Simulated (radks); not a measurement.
Values are calculated unless marked as measured or tabulated.
Charge is removed step by step from the 1s level of B3+, starting from [He]. Level of theory: scalar-relativistic Kohn-Sham, PBE, spin-unpolarised, spherical densities, finite nucleus; Fermi nuclear charge, rms radius 2.406 fm (a radial shooting solver on a logarithmic mesh with Libxc functionals).

| removed (e) | E - E(0) (eV) | eigenvalue (eV) | E minus straight line (eV) |
|---|---|---|---|
| 0 | 0.000 | -231.38 | 0.000 |
| 0.125 | 29.446 | -239.78 | -3.743 |
| 0.25 | 59.947 | -248.24 | -6.432 |
| 0.375 | 91.510 | -256.78 | -8.058 |
| 0.5 | 124.15 | -265.38 | -8.613 |
| 0.625 | 157.86 | -274.04 | -8.089 |
| 0.75 | 192.66 | -282.73 | -6.482 |
| 0.875 | 228.54 | -291.44 | -3.786 |
| 1 | 265.52 | -300.16 | 0.000 |

Removing the whole electron costs 265.52 eV by Delta-SCF, against 231.38 eV from minus the eigenvalue at the starting occupation. Slater's transition state (half an electron removed) gives 265.38 eV. Integrating minus the eigenvalue over the occupation (Janak's theorem) gives 265.52 eV. In this scalar-relativistic scheme the density is built from large components alone, so the theorem holds only approximately. The mean slope of the eigenvalue, de/dn, is 68.8 eV per electron. Ionisation energy of B3+ in the NIST Atomic Spectra Database: 259.37 eV (theoretical).

Beside tabulated values, note that spin-unpolarised runs miss the spin-polarisation part of the exchange energy of open shells.
